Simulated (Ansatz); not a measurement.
Job for Ansatz (an electronic-structure program): R-SVWN5/def2-TZVPP on LiBe+, 2S+1 = 1, a spin state set in the input, which need not be the lowest, a point of a bond scan (R = 2.611 Å). Charge +1.

Ansatz 0.2 input:
```yaml
crystal:
  periodic: [false, false, false]
  atoms:
    - {symbol: Li, position_ang: [0.00000000, 0.00000000, 0.00000000]}
    - {symbol: Be, position_ang: [0.00000000, 0.00000000, 2.61143300]}
basis:
  gaussian:
    orbitals: def2-TZVPP
    pivot_positions_ang: [[0.00000000, 0.00000000, 0.00000000], [0.00000000, 0.00000000, 2.61143300]]
hamiltonian:
  xc: {name: SVWN5}
total_charge: 1
output: {forces: true, orbitals: {seedname: ./end}}
```

The log:

```
WARN ansatz: RAYON_NUM_THREADS=2 ignored (pool sized by the plan → 2); use --threads N
Functional definition: SVWN5
integrals: 0.00 GiB planned
286 factors; their error is unknown
mean field: 0.06 GiB planned
mean field evaluation 1: about -587.7922 eV, gradient 8.0e0 eV
mean field evaluation 2: about -587.9062 eV, gradient 6.0e0 eV
mean field evaluation 4: about -588.1673 eV, gradient 1.4e-1 eV
mean field evaluation 8: about -588.1625 eV, gradient 4.7e-2 eV
mean field -588.16250064 eV, -21.6145732275 hartree, gradient 1.3e-5 eV, S^2 0.000000; 0 other end points of the search recorded, 0 dependent functions left out
the calculation of the forces begins
reference -588.16253526 eV, -21.6145744999 hartree; 3, 3 occupied and 35, 35 virtual orbitals, 286 factors
Total energy: -588.16253526 eV, -21.6145744999 hartree
Atom 0 at     0.000000     0.000000     0.000000 Å, force     0.000000    -0.000000     0.039290 eV/Å
Atom 1 at     0.000000     0.000000     2.611433 Å, force    -0.000000     0.000000    -0.039290 eV/Å
Dipole moment:     0.000000    -0.000000    -0.684100 e Å
```

The run converged.

Cost: around 0.5 core-seconds (rough).
